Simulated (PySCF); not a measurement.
Point-charge models of butyl formate (`C(CCC)OC=O`) against its computed dipole.

Coordinates (PBE0-D3(BJ)/def2-SVP, Å) and charges (e) from the PBE0/pcSseg-1 density (PySCF):

```csv
atom,x,y,z,Mulliken,IAO,Hirshfeld,ESP-fitted
C1,-2.840,-0.119,0.279,-0.2682,-0.4061,-0.1117,-0.2644
C2,-1.420,-0.602,0.030,-0.3020,-0.2441,-0.0602,+0.2122
C3,-0.365,0.381,0.518,-0.2614,-0.2515,-0.0720,-0.2432
C4,1.041,-0.106,0.269,+0.0730,-0.0546,+0.0088,+0.3218
O5,1.950,0.880,0.759,-0.4513,-0.3376,-0.0977,-0.4967
C6,3.244,0.619,0.611,+0.4169,+0.4009,+0.1747,+0.6960
O7,3.706,-0.364,0.106,-0.4068,-0.4494,-0.2571,-0.5558
H8,-3.031,0.839,-0.231,+0.1132,+0.1345,+0.0392,+0.0623
H9,-3.027,0.037,1.353,+0.1133,+0.1345,+0.0392,+0.0622
H10,-3.583,-0.844,-0.086,+0.1214,+0.1409,+0.0423,+0.0676
H11,-1.268,-1.577,0.525,+0.1209,+0.1281,+0.0373,-0.0355
H12,-1.275,-0.788,-1.048,+0.1209,+0.1281,+0.0374,-0.0349
H13,-0.498,1.357,0.020,+0.1264,+0.1354,+0.0378,+0.0767
H14,-0.492,0.567,1.599,+0.1264,+0.1354,+0.0378,+0.0774
H15,1.239,-1.064,0.779,+0.1254,+0.1402,+0.0416,+0.0260
H16,1.233,-0.274,-0.804,+0.1256,+0.1405,+0.0416,+0.0261
H17,3.837,1.459,1.030,+0.1064,+0.1250,+0.0608,+0.0021
```

Task: What dipole does each set of charges give (1 e·Å = 4.803 D), and what does the density give?

Result: The full density gives (-2.04, 0.80, 0.43) D, 2.23 D in size; dipole vectors point from the negative to the positive end.

```
    scheme     μx    μy    μz  size (D)  share of the full size (%)  angle to the full dipole (°)
  Mulliken  -2.44  0.27  0.16      2.46                         110                            17
       IAO  -2.12  0.82  0.44      2.31                         104                             0
 Hirshfeld  -1.55  0.74  0.39      1.76                          79                             4
ESP-fitted  -2.07  0.82  0.44      2.27                         101                             0
```

Task: Which set comes closest?

Result: Length of the difference vector: ESP-fitted 0.03 D, IAO 0.08 D, Hirshfeld 0.49 D, Mulliken 0.71 D. Closest: ESP-fitted. The schemes that divide the density aren't constrained to reproduce the dipole.

Task: What is left for the Hirshfeld atoms' own dipoles?

Result: The shares of the density sum to the whole, so what Σ q r misses lies in dipoles about the nuclei. The atomic dipoles sum to (-2.04, 0.80, 0.43) − (-1.55, 0.74, 0.39) = (-0.49, 0.06, 0.04) D, 0.49 D in size.

Task: With the origin at the mean of the coordinates, (-0.091, 0.024, 0.336) Å, which are the largest single terms, by size, of the Mulliken dipole along the direction of the full one?

Result: O7 +7.14, C6 -5.57, O5 +3.21, C1 -3.16, H10 +1.63 D; all 17 atoms together +2.36 D. The single terms depend on the origin, their sum doesn't.

Task: Give the size of the full dipole in other units.

Result: 2.23 D = 0.879 au = 0.465 e·Å = 7.45 × 10⁻³⁰ C·m.

The structure is a single PBE0-D3(BJ)/def2-SVP conformer in the gas phase; no vibrational or solvent corrections.

These values come from a run that also computed NMR shieldings. The run took 20 s wall on one thread of an Arm Neoverse V1, shared host.

The values belong to the conformer `[CH3:1][CH2:2][CH2:3][CH2:4][O:5][CH:6]=[O:7]`: C1–C2–C3–C4 180°, C2–C3–C4–O5 180°, C3–C4–O5–C6 -179°, C4–O5–C6–O7 0°.
